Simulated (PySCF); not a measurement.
## Molecular orbitals of TiH

B2PLYP at R = 1.757 Å; PySCF, no relativity, basis sets Ti def2-TZVPP, H def2-TZVPP. State: quartet, unpaired electrons σ ↑, π ↑, δ ↑, a mixture of terms (⟨Lz²⟩ = 5.0). Only the outer orbitals are listed, counted within each symmetry.

```csv
spin,orbital,occ.,ε (eV),on Ti (%),main shells (%)
α,2π,1,-44.35,100,100 Ti p
α,5σ,1,-44.03,100,100 Ti p
α,2π,1,-43.99,100,100 Ti p
α,6σ,1,-8.42,39,"61 H s, 18 Ti s, 15 Ti d"
α,1δ,1,-7.48,100,100 Ti d
α,3π,1,-7.14,100,99 Ti d
α,7σ,1,-5.27,99,"64 Ti s, 21 Ti d, 14 Ti p"
α,8σ,0,-0.26,96,"52 Ti d, 44 Ti p"
α,3π,0,-0.22,100,"81 Ti p, 19 Ti d"
α,4π,0,0.09,100,98 Ti p
β,2π,1,-41.55,100,100 Ti p
β,5σ,1,-41.17,100,100 Ti p
β,2π,1,-40.31,100,100 Ti p
β,6σ,1,-8.03,35,"64 H s, 18 Ti s, 10 Ti d"
β,7σ,0,-0.98,97,"72 Ti s, 21 Ti p"
β,3π,0,0.80,100,96 Ti p
β,3π,0,0.90,100,99 Ti p
```

Question: Which are the highest filled and the lowest empty level, where do they sit, and how wide is the gap?

Answer: Highest filled α 7σ at -5.27 eV (in %: 64 Ti s, 21 Ti d, 14 Ti p); lowest empty β 7σ at -0.98 eV (in %: 72 Ti s, 21 Ti p); the gap at B2PLYP is 4.29 eV.

```
bond order (Mayer)                              : 0.94
⟨S²⟩                                            : 3.759
charge on Ti (Mulliken, basis-dependent)        : 0.28
charge on Ti (Löwdin, basis-dependent)          : 0.19
dipole moment (positive dipole means Ti(−)H(+)) : -2.64 D
```

Correlated steps freeze 5 core orbitals. B2PLYP dipoles, levels and charges come from its SCF part alone. With d or f electrons several states lie close, and the lowest PBE0 determinant need not be the measured ground state.
